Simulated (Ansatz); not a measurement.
GaBr₃⁻. The state is a doublet with charge -1. Geometry PBE-D4/def2-SVP, that of the neutral singlet; atoms count from 1.

```
atom   x (Å)   y (Å)   z (Å)
 Ga1   0.000   0.000   0.000
 Br2   0.327  -1.875   1.262
 Br3   1.791   1.235  -0.696
 Br4  -2.118   0.640  -0.565
```

The highest occupied level of the charge -1 doublet lies above zero (up to 0.57 eV). By energy differences its removal costs 0.93 eV (vertical, to the charge 0 singlet, at PBE0-D4/def2-TZVPD); a positive level beside a positive removal energy at the same level points to self-interaction error.

**Question.** Estimate the Mulliken populations from the PBE0/def2-TZVPD orbitals of Ansatz.

**Answer.** 
```json
{"atom": "Ga1", "charge (e)": "-0.03", "spin (α − β)": "1.03"}
{"atom": "Br2", "charge (e)": "-0.32", "spin (α − β)": "-0.01"}
{"atom": "Br3", "charge (e)": "-0.32", "spin (α − β)": "-0.01"}
{"atom": "Br4", "charge (e)": "-0.32", "spin (α − β)": "-0.01"}
```
Mulliken values and Mayer orders depend strongly on the basis. With diffuse functions, as here, like atoms can get unlike values, and bond orders can come out too low or too high.

**Question.** Where does the spin sit?

**Answer.** Summed by element: Ga 1.03, Br -0.03, of 1 unpaired in all. Largest on single atoms: Ga1 1.03, Br3 -0.01, Br4 -0.01.

**Question.** And the Mayer bond orders between bonded heavy atoms (over 0.3)?

**Answer.** Ga1–Br2 0.59 (2.28 Å); Ga1–Br3 0.59 (2.28 Å); Ga1–Br4 0.59 (2.28 Å).
